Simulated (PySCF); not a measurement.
A GIAO shielding run with PySCF 2.14 (density fitting, non-relativistic, gas phase) on SMILES S1C[Si](CC)(C(=O)[O-])C1, [C5H9O2SSi]-:

```
$ OMP_NUM_THREADS=1 python probes_run.py task.json out

{"job": {"kind": "nmr", "xc": "PBE0", "basis": "pcSseg-1"}, "charge": -1, "multiplicity": 1}
C      2.195229     0.536652     0.444421
C      1.227868    -0.360118    -0.318207
Si    -0.599866     0.192036    -0.091331
C     -0.682622     2.048225    -0.773940
O     -0.396524     1.943429    -1.972995
O     -0.888934     3.021488    -0.061325
C     -1.223672    -0.720126     1.512172
S     -2.039881    -2.044938     0.562168
C     -1.642177    -1.169266    -0.989861
H      2.000711     0.492392     1.514971
H      2.068079     1.568015     0.124783
H      3.233146     0.245973     0.270323
H      1.470740    -0.310097    -1.380686
H      1.371256    -1.398787    -0.005819
H     -0.466019    -1.147252     2.166721
H     -1.963782    -0.206439     2.121770
H     -2.562533    -0.847279    -1.471519
H     -1.109778    -1.837591    -1.663301
```

Hardware: 1 thread of an Arm Neoverse V1, shared host. The job also computes population analyses, field gradients, ring-centre shieldings.

Q: How large is the calculation?

A: 86 electrons, 212 basis functions and 1145 auxiliary functions.

Q: How long does it take, and how much memory does it need?

A: 42 s of wall time, with 15 SCF cycles and 5 response iterations; peak memory 1 GiB. Times on a shared host scatter by some tens of per cent.
